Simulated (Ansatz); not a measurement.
C2H10InNO, SMILES `[CH3][In-]([CH3])([NH3+])[OH]`. The species carries charge 0 and has multiplicity 1. In: def2 effective core potential.

```xyz
15

C    -0.143   -1.005    2.036
In   -0.281   -0.354   -0.010
C    -1.835    0.636   -1.133
N     1.581    1.117   -0.147
O     1.027   -1.405   -1.200
H    -0.290   -0.175    2.730
H    -0.897   -1.764    2.252
H     0.841   -1.444    2.210
H    -2.229    1.496   -0.588
H    -2.664   -0.048   -1.325
H    -1.445    0.977   -2.093
H     1.478    2.000   -0.629
H     2.047    0.449   -0.764
H     2.148    1.262    0.680
H     0.663   -1.741   -2.019
```

(1) List the harmonic frequencies (cm⁻¹, unscaled) at PBE0-D4/def2-TZVP in Ansatz. (An estimate is asked.)

(2) Is this a minimum?

(3) Give the ideal-gas thermochemistry at 298.15 K and 1 bar (rigid rotor, harmonic oscillator; point group C1, symmetry number 1).

(4) And at 400, 500, 600, 800 and 1000 K?

## Answers

(1) The calculation gave: 53, 65, 92, 103, 109, 129, 143, 190, 226, 286, 484, 486, 521, 524, 596, 661, 675, 707, 727, 731, 1135, 1189, 1190, 1450, 1454, 1455, 1458, 1640, 1675, 3053, 3055, 3142, 3143, 3144, 3149, 3422, 3583, 3640, 3917.

(2) Yes, all 39 modes are real.

(3) Zero-point energy 319.4 kJ/mol; H(298) − E = 351.4 kJ/mol; entropy 437.6 J/(mol·K), of which translation 173.5, rotation 115.6, vibration 148.4; G(298) − E = 220.9 kJ/mol. Modes under 100 cm⁻¹ are hindered rotations or soft bends, so the harmonic entropy is rough.

(4) 
```csv
T (K),H − E (kJ/mol),S (J/mol/K),G − E (kJ/mol)
400,368.9,488.1,173.7
500,388.3,531.2,122.7
600,409.4,569.7,67.6
800,455.8,636.2,-53.2
1000,506.7,692.9,-186.2
```
